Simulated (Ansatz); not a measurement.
SSn, SMILES `[S][Sn]`. Charge 0, multiplicity 1. Sn: def2 effective core potential.

Bond lengths: S1–Sn2 2.203 Å.

**Question.** List the harmonic frequencies (cm⁻¹, unscaled) at PBE0-D4/def2-TZVP in Ansatz. (Estimate.)

**Answer.** Computed: 504.

**Question.** Is this a minimum?

**Answer.** Yes, all 1 modes are real.

**Question.** Give the ideal-gas thermochemistry at 298.15 K and 1 bar (rigid rotor, harmonic oscillator; point group C∞v, symmetry number 1).

**Answer.** Zero-point energy 3.0 kJ/mol; H(298) − E = 12.3 kJ/mol; entropy 243.3 J/(mol·K), of which translation 171.4, rotation 69.2, vibration 2.7; G(298) − E = -60.3 kJ/mol.

**Question.** And at 400, 500, 600, 800 and 1000 K?

**Answer.** 
```
T (K)  H − E (kJ/mol)  S (J/mol/K)  G − E (kJ/mol)
  400            15.8        253.5           -85.6
  500            19.4        261.5          -111.4
  600            23.0        268.2          -137.8
  800            30.4        278.7          -192.6
 1000            37.8        287.0          -249.2
```

**Question.** Rotational constants (cm⁻¹)?

**Answer.** 0.1375.
